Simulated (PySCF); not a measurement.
Geometry:
```json
{"atom": "Si1", "x (Å)": "-1.549", "y (Å)": "1.067", "z (Å)": "-1.152"}
{"atom": "C2", "x (Å)": "-2.402", "y (Å)": "0.266", "z (Å)": "0.328"}
{"atom": "C3", "x (Å)": "-1.951", "y (Å)": "-0.728", "z (Å)": "1.115"}
{"atom": "Si4", "x (Å)": "-0.290", "y (Å)": "-1.592", "z (Å)": "0.984"}
{"atom": "C5", "x (Å)": "1.027", "y (Å)": "-0.440", "z (Å)": "0.337"}
{"atom": "C6", "x (Å)": "1.814", "y (Å)": "-0.463", "z (Å)": "-0.789"}
{"atom": "C7", "x (Å)": "2.621", "y (Å)": "0.711", "z (Å)": "-0.755"}
{"atom": "C8", "x (Å)": "2.271", "y (Å)": "1.364", "z (Å)": "0.392"}
{"atom": "O9", "x (Å)": "1.323", "y (Å)": "0.684", "z (Å)": "1.053"}
{"atom": "H10", "x (Å)": "-1.089", "y (Å)": "0.041", "z (Å)": "-2.136"}
{"atom": "H11", "x (Å)": "-2.564", "y (Å)": "1.935", "z (Å)": "-1.825"}
{"atom": "H12", "x (Å)": "-0.394", "y (Å)": "1.926", "z (Å)": "-0.753"}
{"atom": "H13", "x (Å)": "-3.404", "y (Å)": "0.662", "z (Å)": "0.551"}
{"atom": "H14", "x (Å)": "-2.613", "y (Å)": "-1.080", "z (Å)": "1.921"}
{"atom": "H15", "x (Å)": "0.076", "y (Å)": "-2.109", "z (Å)": "2.337"}
{"atom": "H16", "x (Å)": "-0.343", "y (Å)": "-2.741", "z (Å)": "0.029"}
{"atom": "H17", "x (Å)": "1.802", "y (Å)": "-1.232", "z (Å)": "-1.559"}
{"atom": "H18", "x (Å)": "3.363", "y (Å)": "1.031", "z (Å)": "-1.484"}
{"atom": "H19", "x (Å)": "2.607", "y (Å)": "2.291", "z (Å)": "0.850"}
```

Geometry: PBE0-D3(BJ)/def2-SVP; GIAO shifts from PySCF 2.14.0 with density-fitted response routines, gas phase, non-relativistic, averaged over equivalent atoms.

At PBE0/pcSseg-1 (217 basis functions, 58 s wall time on 1 thread of an Arm Neoverse V1, shared host):
| atoms | δ (ppm) |
| --- | --- |
| Si4 | -64.1 |
| Si1 | -79.2 |
| C3 | 156.5 |
| C2 | 155.7 |
| C5 | 154.5 |
| C8 | 153.8 |
| C6 | 135.3 |
| C7 | 116.5 |
| O9 | 327.9 |
| H19 | 7.81 |
| H14 | 7.27 |
| H13 | 7.22 |
| H17 | 7.18 |
| H18 | 6.58 |
| H15/H16 | 4.88 |
| H10/H11/H12 | 3.43 |

Shifts are taken against calculated references (same method and geometry level): $^{29}$Si (σ = 351.99 ppm), $^{13}$C (σ = 184.41 ppm), $^{1}$H (σ = 31.27 ppm) vs TMS; $^{17}$O (σ = 334.56 ppm) against H2O.

Predict the values at B3LYP/pcSseg-1 on the same geometry.

Results:


| atoms | δ at B3LYP/pcSseg-1 | change |
| --- | --- | --- |
| Si4 | -66.2 | -2.1 |
| Si1 | -80.7 | -1.5 |
| C3 | 156.8 | +0.3 |
| C2 | 155.8 | +0.1 |
| C5 | 156.8 | +2.3 |
| C8 | 154.2 | +0.4 |
| C6 | 135.5 | +0.2 |
| C7 | 116.9 | +0.4 |
| O9 | 331.3 | +3.4 |
| H19 | 7.71 | -0.10 |
| H14 | 7.12 | -0.15 |
| H13 | 7.07 | -0.15 |
| H17 | 7.05 | -0.13 |
| H18 | 6.47 | -0.11 |
| H15/H16 | 4.77 | -0.11 |
| H10/H11/H12 | 3.36 | -0.07 |

Referencing at the same level of theory: $^{29}$Si (337.86 ppm) and $^{13}$C (179.24 ppm) and $^{1}$H (31.38 ppm) against TMS; $^{17}$O (334.04 ppm) vs H2O.

The largest change is at O9 (aromatic ring oxygen). Cost: 217 basis functions, 44 s wall time on 1 thread of an Arm Neoverse V1, shared host. The order of the carbon signals changes between the two levels.

Unscaled 17O shifts of doubly bonded oxygen tend to come out too high, by tens of ppm or more. Experimental scales use liquid or dissolved standards, which lie at an offset from isolated H2O (liquid H2O: subtract about 36 ppm).
